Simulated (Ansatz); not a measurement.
Input for Ansatz (a quantum-chemistry and plane-wave program): R-CCSD(T)/def2-TZVPPD on BiClH2 (SMILES [Cl][BiH2]), atoms moved off the minimum. Elements past Kr take the def2 small-core potentials; no spin–orbit coupling. Files ending in .json are basis or fitting sets from the Basis Set Exchange. The run froze 14 orbitals, filled d shells among them.

Ansatz 0.2 input:
```yaml
crystal:
  periodic: [false, false, false]
  atoms:
    - {symbol: Bi, position_ang: [-0.28529849, -0.22713106, 0.21833879]}
    - {symbol: H, position_ang: [-1.66736420, 0.34233889, -0.78247549]}
    - {symbol: H, position_ang: [-0.14055171, -1.66274165, -0.81524311]}
    - {symbol: Cl, position_ang: [1.41615942, 1.14960409, -1.02614383]}
basis:
  gaussian:
    orbitals: def2-TZVPPD.json
magnetization: {spin_polarized: false}
correlation: {method: ccsd_t, electrons: outside_noble_gas}
scf: {lower_state_search: off}
output: {forces: true}
```

Program output:

```
WARN ansatz: RAYON_NUM_THREADS=1 ignored (pool sized by the plan → 1); use --threads N
Functional definition: HF
these checks for a lower state are left out or cut short: starts, cluster_reference, orbital_swaps, neighbouring_geometries, increment
integrals: 0.29 GiB planned
993 factors; integrals over basis functions are off by at most 6.5e-4 eV
mean field: 0.39 GiB planned
mean field evaluation 1: about -18346.2634 eV, gradient 1.6e1 eV
mean field evaluation 2: about -18346.2718 eV, gradient 1.6e1 eV
mean field evaluation 4: about -18347.1894 eV, gradient 1.5e0 eV
mean field evaluation 8: about -18347.2054 eV, gradient 3.5e-4 eV
mean field -18347.20539220 eV, -674.2473619808 hartree, gradient 1.8e-6 eV, S^2 0.000000; 0 other end points of the search recorded, 0 dependent functions left out
14 core orbitals not correlated
reference -18347.20539220 eV, -674.2473619808 hartree; 7, 7 occupied and 120, 120 virtual orbitals, 993 factors
too little memory for Intel AMX tiles; the run may be slower
densities: 1.18 GiB planned
second order -8.49897893 eV of doubles, -0.00000000 eV of singles
coupled cluster: 0.70 GiB planned
cycle   1  -9.13698176 eV  change   -6.4e-1 eV  update   7.1e-2
cycle   2  -9.40785042 eV  change   -2.7e-1 eV  update   2.5e-2
cycle   3  -9.45264410 eV  change   -4.5e-2 eV  update   1.2e-2
cycle   4  -9.44710776 eV  change    5.5e-3 eV  update   3.6e-3
cycle   5  -9.44670477 eV  change    4.0e-4 eV  update   1.2e-3
cycle   6  -9.44684716 eV  change   -1.4e-4 eV  update   4.3e-4
cycle   7  -9.44680525 eV  change    4.2e-5 eV  update   1.6e-4
cycle   8  -9.44682822 eV  change   -2.3e-5 eV  update   7.0e-5
cycle   9  -9.44684321 eV  change   -1.5e-5 eV  update   2.8e-5
cycle  10  -9.44683078 eV  change    1.2e-5 eV  update   1.2e-5
cycle  11  -9.44683148 eV  change   -7.0e-7 eV  update   5.9e-6
perturbative correction -0.38375736 eV, -0.0141028229 hartree
the calculation of the forces begins
Total energy: -18357.03598104 eV, -674.6086294573 hartree
Atom 0 at    -0.285298    -0.227131     0.218339 Å, force     0.290645     0.556397     0.078409 eV/Å
Atom 1 at    -1.667364     0.342339    -0.782475 Å, force    -0.017620     0.029762    -0.035161 eV/Å
Atom 2 at    -0.140552    -1.662742    -0.815243 Å, force     0.091261    -0.254309    -0.258008 eV/Å
Atom 3 at     1.416159     1.149604    -1.026144 Å, force    -0.364286    -0.331851     0.214759 eV/Å
Dipole moment:    -0.435653    -0.368537     0.481675 e Å
Checks for a lower state left out: starts, cluster_reference, orbital_swaps, neighbouring_geometries, increment
```

Self-consistency was reached.

Cost: very roughly 60 core-seconds.
